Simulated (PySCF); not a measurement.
A structure optimised at PBE-D3(BJ)/def2-SVP, used in a PySCF frequency run:

```
C
H 1 1.1125
H 1 1.1125 2 104.99
C 1 1.5315 2 109.32 3 -117.18
H 4 1.1095 1 111.92 2 57.21
H 4 1.1104 5 107.62 1 -122.42
H 4 1.1104 5 107.62 6 -115.16
C 1 1.5345 2 109.68 3 117.78
H 8 1.1152 1 110.82 2 -179.86
H 8 1.1152 9 104.14 1 119.21
Ga 8 1.9859 9 106.72 10 112.68
H 11 1.5877 8 120.03 9 -55.45
H 11 1.5885 12 119.19 8 180.00
```

Task: Write its SMILES, formula and point group.

Result: CC[CH2][GaH2], C3H9Ga, Cs

Task: What are its rotational constants (standard atomic weights)?

Result: 21.929, 1.5567, 1.4942 GHz
